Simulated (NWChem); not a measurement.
System: BaHSF; SMILES [F][Ba][SH]

Here is an NWChem input.

```
start job
memory heap 200 mb stack 900 mb global 1100 mb
geometry units angstroms noautoz
  Ba     0.270878     0.400202    -0.001699
  F     -1.508093     1.730982     0.001525
  S     -0.302115    -2.450058    -0.001715
  H      1.013418    -2.777467    -0.002747
end
basis spherical
  * library def2-svp
end
ecp
  Ba library def2-ecp
end
dft
  xc optx lyp
  iterations 150
  mulliken
end
task dft energy
```

All runs use the structure optimised with PBE0/def2-SVP. def2 effective core potentials on Ba; no spin-orbit coupling.

Problem. Predict the main results of this run. (OLYP/def2-SVP with def2 effective core potentials on Ba.) Quantities: energy (Ha); highest occupied level (eV); orbital gap (eV); dipole (D).

Solution. 
```json
{
  "energy (Ha)": "-524.02",
  "highest occupied level (eV)": "-4.55",
  "orbital gap (eV)": "2.09",
  "dipole (D)": "7.90"
}
```
